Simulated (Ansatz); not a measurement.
Zr₂Se₄⁺, relaxed as a doublet with UKS r2SCAN-D4/def2-SVP in Ansatz, starting from the GFN2-xTB geometry. Force threshold 0.02 eV/Å.

In the def2 sets Zr takes a core potential; there is no spin–orbit coupling. Another isomer (doublet) lies 0.19 eV lower at PBE0-D4/def2-TZVP; other spin states weren't run for this one.

Start:

```xyz
6

Zr   -0.3628    1.6981   -0.9898
Zr   -0.5348   -1.8681   -0.4581
Se    0.8973    2.8453    0.7664
Se   -1.8849    0.1618    0.5048
Se    1.3112   -0.2705   -1.4317
Se    0.5740   -2.5667    1.6084
```

```json
{"step": "1", "energy (eV)": "-263927.8953", "largest force component (eV/Å)": "1.644", "SCF passes": "29"}
{"step": "2", "energy (eV)": "-263927.9919", "largest force component (eV/Å)": "1.588", "SCF passes": "33"}
{"step": "3", "energy (eV)": "-263928.1816", "largest force component (eV/Å)": "0.667", "SCF passes": "32"}
{"step": "4", "energy (eV)": "-263928.3138", "largest force component (eV/Å)": "0.150", "SCF passes": "32"}
{"step": "5", "energy (eV)": "-263928.3220", "largest force component (eV/Å)": "0.137", "SCF passes": "31"}
{"step": "6", "energy (eV)": "-263928.3263", "largest force component (eV/Å)": "0.066", "SCF passes": "24"}
{"step": "7", "energy (eV)": "-263928.3275", "largest force component (eV/Å)": "0.008", "SCF passes": "25"}
{"step": "8", "energy (eV)": "-263928.3275", "largest force component (eV/Å)": "0.010", "SCF passes": "24"}
```

Force components are those of the run's own axes.

End:

```xyz
6

Zr   -0.279    1.651   -0.860
Zr   -0.465   -1.793   -0.337
Se    0.956    2.417    1.000
Se   -2.019    0.139    0.195
Se    1.094   -0.315   -1.684
Se    0.712   -2.099    1.686
```

By distances, no bond broke or formed. The bond that changes most is Zr1–Se4, from 2.63 to 2.54 Å (atoms count from 1).

The force fell under the threshold at step 7, but the optimiser went on. No frequencies were taken in this run, so the end may be a saddle point.

Run time 89 s (4 threads of Intel Xeon on a shared host).
